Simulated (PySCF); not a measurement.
**Working out the ionisation energy of Sb**

Sb [Kr] 4d10 5s2 5p3 (4S) → Sb⁺ [Kr] 4d10 5s2 5p2 (3P). Computed with PySCF 2.14 in aug-cc-pwCVDZ-PP with ECP28MDF, with scalar relativity through the core potential. Frozen: nothing. Energies in hartree (1 hartree = 27.21139 eV):

```tsv
part	Sb (lower)	Sb⁺ (upper)
UHF	-239.273470	-238.957691
MP2 opposite-spin	-0.285158	-0.279682
MP2 same-spin	-0.163413	-0.153516
```

Task: What does Hartree-Fock give?

Result: (-238.957691) − (-239.273470) = 0.315779 hartree = 8.593 eV.

Task: What do MP2 and SCS-MP2 (6/5 opposite-spin, 1/3 same-spin) give?

Result: The opposite-spin parts differ by 0.149 eV and the same-spin parts by 0.269 eV. MP2: 8.593 + (0.149) + (0.269) = 9.011 eV. SCS-MP2: 8.593 + 1.2 × (0.149) + (0.269)/3 = 8.861 eV.

Measured between the centres of the two terms (NIST): 9.124 eV, so MP2 (valence and next inner shell) is off by -0.113 eV.

A double-zeta basis recovers only part of the correlation energy.

What remains against the reference includes basis incompleteness and correlation beyond second order.
